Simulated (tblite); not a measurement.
Energy landscape of H₃B, singlet: map of symmetric stretch and umbrella angle. Scanned: B-H bond length and angle between the B-H bonds and the threefold axis (90 = planar).

Cartesian coordinates as functions of the variables (Å; names that start with a are angles):
```
B  0  0  0
H  r*sin(a)*cos(0*2*pi/3+0)  r*sin(a)*sin(0*2*pi/3+0)  0+r*cos(a)
H  r*sin(a)*cos(1*2*pi/3+0)  r*sin(a)*sin(1*2*pi/3+0)  0+r*cos(a)
H  r*sin(a)*cos(2*2*pi/3+0)  r*sin(a)*sin(2*2*pi/3+0)  0+r*cos(a)
```

Calculation: GFN2-xTB, 300 K electronic temperature (tblite).

Energy in kcal/mol above the lowest grid point; x is the B-H bond length (Å), y the angle between the B-H bonds and the threefold axis (90 = planar) (°).

```
y \ x   1.05  1.10  1.16  1.21  1.27  1.32  1.38  1.43   1.49
-----  -----  ----  ----  ----  ----  ----  ----  ----  -----
130    100.4  83.8  73.9  71.5  73.4  77.9  85.7  93.5  104.0
126     79.6  64.3  55.7  54.4  57.5  62.9  71.5  80.1   91.4
122     63.1  48.8  41.4  40.9  44.9  50.9  60.3  69.4   81.3
118     50.1  36.6  30.1  30.2  34.9  41.4  51.3  60.8   73.2
114     39.8  27.0  21.1  21.7  26.9  33.8  44.1  54.0   66.7
110     31.8  19.5  14.1  15.1  20.7  27.8  38.5  48.6   61.5
106     25.7  13.8   8.8  10.0  15.9  23.3  34.1  44.4   57.5
102     21.2   9.5   4.8   6.3  12.3  19.9  30.9  41.3   54.6
98      18.1   6.6   2.1   3.7   9.9  17.5  28.7  39.1   52.5
94      16.3   4.9   0.5   2.2   8.5  16.1  27.3  37.9   51.3
90      15.7   4.4   0.0   1.7   8.0  15.7  26.9  37.4   50.9
```

Points that lie below all their neighbours on the grid: x = 1.16, y = 90 on the edge of the grid (0.0 kcal/mol).
